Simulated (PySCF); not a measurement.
Compound: (OH)3Sn-S-SiH3.
Bonds: Sn1–O2, Sn1–O3, Sn1–O4, Sn1–S5, S5–Si6. Hydrogens: H7 on O2; H8 on O3; H9 on O4; H10, H11, H12 on Si6.

The calculation used PBE0-D3(BJ)/def2-SVP geometry optimisation, gas phase, def2 core potentials past Kr (PySCF 2.14.0).

Task: List the bond lengths, angles and torsions at this level.

Result: 
| bond | length (Å) |
| --- | --- |
| Sn1–O2, Sn1–O3, Sn1–O4 | 1.970 |
| Sn1–S5 | 2.391 |
| O2–H7, O3–H8, O4–H9 | 0.966 |
| S5–Si6 | 2.171 |
| Si6–H10, Si6–H11, Si6–H12 | 1.489 |

Bonds in one row agree within 0.01 Å and their mean is given. A selection of angles:
| angle | degrees |
| --- | --- |
| O2–Sn1–O3 | 105.1 |
| O2–Sn1–O4 | 104.1 |
| O2–Sn1–S5 | 118.5 |
| O3–Sn1–O4 | 114.2 |
| O3–Sn1–S5 | 103.0 |
| O4–Sn1–S5 | 112.1 |
| Sn1–O2–H7 | 111.6 |
| Sn1–S5–Si6 | 98.1 |
| S5–Si6–H10 | 111.5 |
| S5–Si6–H11 | 102.4 |
| H10–Si6–H11 | 109.5 |
| H10–Si6–H12 | 111.3 |

Torsions: O2–Sn1–S5–Si6 -105° (anticlinal); H7–O2–Sn1–O3 149° (anticlinal); H8–O3–Sn1–O2 -16° (synperiplanar); H9–O4–Sn1–O2 -162° (antiperiplanar).

Sn1 (tin bonded to 3 O and S) is distorted tetrahedral (angles from 103.0° to 118.5°). Si6 (silicon bonded to S and 3 H) is distorted tetrahedral (angles from 102.4° to 112.1°).

Point group: C1 (no symmetry element, even within 0.4 Å). PBE0-D3(BJ)/def2-SVP frequencies: not computed here. One conformer, not necessarily the lowest (O3–Sn1–O2–H 149°, O2–Sn1–O3–H -16°, O2–Sn1–O4–H -162°).
